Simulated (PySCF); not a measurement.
**How the functional moves excitation energies**

Compound: C2H5FGeO2.
SMILES with atom numbers: `[F:1][GeH:2]1[O:3][CH2:4][CH2:5][O:6]1` (hydrogens: H7 on Ge2; H8, H9 on C4; H10, H11 on C5)

Linear-response calculations in the def2-SVPD basis (PySCF; singlets by full response, triplets Tamm–Dancoff, core orbitals frozen in the response; HF means time-dependent Hartree–Fock). 'Strongest' is the level of largest summed f among the singlets computed (10 roots, of which the last may lack a degenerate partner); it can jump between rows when another state enters that window. S1 is the lowest singlet of each run and needn't be the same state throughout; f(S1) is that of one state. Geometry: PBE0-D3(BJ)/def2-SVP, one conformer, isolated molecule. The LDA/def2-SVPD calculation is non-relativistic and has no spin–orbit coupling, an omission that weighs most on germanium.

| functional | kind | S1 (eV) | f(S1) | strongest (eV) | T1 (eV) | HOMO (eV) | gap (eV) | ionisation energy, ΔSCF (eV) |
| --- | --- | --- | --- | --- | --- | --- | --- | --- |
| LDA | LDA | 5.63 | 0.001 | 7.38 | 5.44 | -6.77 | 5.53 | 9.99 |
| PBE | GGA | 5.71 | 0.001 | 6.52 | 5.50 | -6.65 | 5.62 | 9.84 |
| B3LYP | global hybrid, 20% exact exchange | 6.55 | 0.001 | 8.10 | 6.26 | -8.00 | 7.65 | 10.34 |
| PBE0 | global hybrid, 25% exact exchange | 6.83 | 0.001 | 8.34 | 6.49 | -8.22 | 8.24 | 10.35 |
| BHandHLYP | global hybrid, 50% exact exchange | 7.68 | 0.003 | 9.14 | 7.22 | -9.77 | 10.69 | 10.77 |
| CAM-B3LYP | range-separated hybrid | 7.17 | 0.002 | 8.63 | 6.76 | -9.70 | 10.65 | 10.62 |
| wB97X-D | range-separated hybrid | 7.26 | 0.001 | 8.78 | 6.89 | -10.15 | 11.97 | 10.52 |
| LC-wPBE | range-separated hybrid | 7.70 | 0.002 | 9.21 | 7.20 | -11.03 | 13.18 | 10.83 |
| HF | Hartree–Fock | 9.07 | 0.006 | 10.26 | 8.42 | -12.19 | 14.53 | not settled |

S1 runs from 5.63 eV (LDA) to 9.07 eV (HF), a spread of 3.44 eV, while the orbital gap spreads over 9.0 eV. Along PBE (0%), B3LYP (20%), PBE0 (25%), BHandHLYP (50%), HF (100%) S1 rises with the share of exact exchange. −ε(HOMO) comes closest to its own ΔSCF ionisation energy with LC-wPBE (+0.20 eV) and misses most with LDA (-3.22 eV). 'Not settled' means that the ion's SCF failed to converge or may have ended in another state than the lowest.

Without π bonds the low states are Rydberg-like; a valence basis with one diffuse set may place them up to an eV too high.
